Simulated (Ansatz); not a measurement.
CCl$_{2}$FGeN, SMILES `N#[C][Ge]([F])([Cl])[Cl]`, 6 atoms. Total charge 0; spin multiplicity 1. Correlated methods include outer-core shells of Ge, which these sets cover unevenly. Scalar relativity is left out up to krypton. All runs use 4 threads of a server CPU on a shared host. Correlated methods freeze the cores.

(1) How many basis functions does each run have, and how long does it take in Ansatz? RKS B97M-V/def2-TZVPP energy; RKS ωB97M-V/def2-QZVPP energy; RHF-CCSD(T)/def2-SVP energy; RKS ωB97M-V/def2-SVP energy; RKS PBE0-D4/def2-SVP energy; RKS r2SCANh-D4/def2-TZVPP energy; RHF-CCSD(T)/def2-TZVPP energy; RKS ωB97M-V/def2-TZVPP energy and forces; direct RPA on PBE orbitals/def2-TZVPP energy; RKS PBE0-D4/def2-TZVP relaxation (5 steps); RHF-MP2/def2-QZVPP energy; RKS PBE0-D4/def2-TZVP frequencies. (Best estimate.)

Answers

(1) The calculation gave: Other jobs shared the machine, so times are rough.

| level | job | functions | wall time | peak host memory (GiB) |
| --- | --- | --- | --- | --- |
| RKS PBE0-D4/def2-SVP | energy | 110 | 1.6 s | 0.26 |
| direct RPA on PBE orbitals/def2-TZVPP | energy | 225 | 4.9 s | 0.49 |
| RKS ωB97M-V/def2-SVP | energy | 110 | 6 s | 0.37 |
| RKS r2SCANh-D4/def2-TZVPP | energy | 225 | 6.5 s | 0.8 |
| RKS B97M-V/def2-TZVPP | energy | 225 | 7.5 s | 0.41 |
| RKS ωB97M-V/def2-TZVPP | energy and forces | 225 | 13 s | 0.95 |
| RHF-CCSD(T)/def2-SVP | energy | 110 | 14 s | 0.49 |
| RHF-MP2/def2-QZVPP | energy | 400 | 21 s | 2 |
| RKS ωB97M-V/def2-QZVPP | energy | 400 | 22 s | 2 |
| RKS PBE0-D4/def2-TZVP | relaxation (5 steps) | 215 | 29 s | 0.72 |
| RKS PBE0-D4/def2-TZVP | frequencies | 215 | 2.1 min | 0.72 |
| RHF-CCSD(T)/def2-TZVPP | energy | 225 | 3.7 min | 3.7 |
